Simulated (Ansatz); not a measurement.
`C[S][Mg][Br]` + H₂O → `C[S][Mg][OH]` + HBr at 700 K and 1 bar (formal hydrolysis of a Mg–Br bond).

Calculated with Ansatz (gas phase, PBE0-D4/def2-TZVP geometries, no zero-point term in ΔE). CCSD(T)/CBS adds triple-zeta CCSD(T) − MP2 to the extrapolated MP2 energy (def2 sets, frozen cores). This one scheme is used for every species. For Br, Mg outer-core shells are correlated without core-valence functions, which leaves a few kJ/mol of doubt a bond. Scalar relativity is left out up to krypton. Each species was taken in one conformer, which may not be the lowest.

```tsv
species	CCSD(T)/CBS energy (Eh)	H − E (kJ/mol)	S (J/(mol·K))
`C[S][Mg][Br]`	-3210.96164	165.9	447.4
H₂O	-76.37941	80.5	218.4
`C[S][Mg][OH]`	-713.38697	202.9	466.4
HBr	-2573.91920	36.5	223.7
```

H − E and S are ideal-gas, rigid-rotor, harmonic terms from PBE0-D4/def2-TZVP, for one conformer and one mirror image of each species. 1 Eh = 2625.50 kJ/mol, R = 8.31446 J/(mol·K).

Problem. By hand: ΔE, ΔH, ΔS and ΔG.

Solution. ΔE = (-713.38697) + (-2573.91920) − (-3210.96164) − (-76.37941) = 0.03488 Eh = 91.6 kJ/mol. Δ(H − E) = 202.9 + 36.5 − 165.9 − 80.5 = -7.0, so ΔH = 84.6 kJ/mol. ΔS = 466.4 + 223.7 − 447.4 − 218.4 = 24.3 J/(mol·K). ΔG = 84.6 − 700 × (24.3)/1000 = 67.6 kJ/mol.

Problem. By hand: the equilibrium constant, and the temperature at which ΔG would vanish if ΔH and ΔS stayed fixed.

Solution. log₁₀ K = −ΔG/(RT ln 10) = -5.0. ΔG = 0 at ΔH/ΔS = 3481 K, far beyond where these terms or the molecules hold.

ΔH outweighs TΔS. A doubt of 5 kJ/mol in ΔE shifts log₁₀ K by 0.4 here. Other conformers and mirror images would add mixing entropy, several J/(mol·K) or more a flexible species. Modes under 60 cm⁻¹, often nearly free rotors, make the harmonic entropy too high. These are equilibria of isolated gas molecules and say nothing of rates. Largest T1 diagnostic: 0.010 (customary marks: 0.02 for closed shells, 0.045 for open ones).
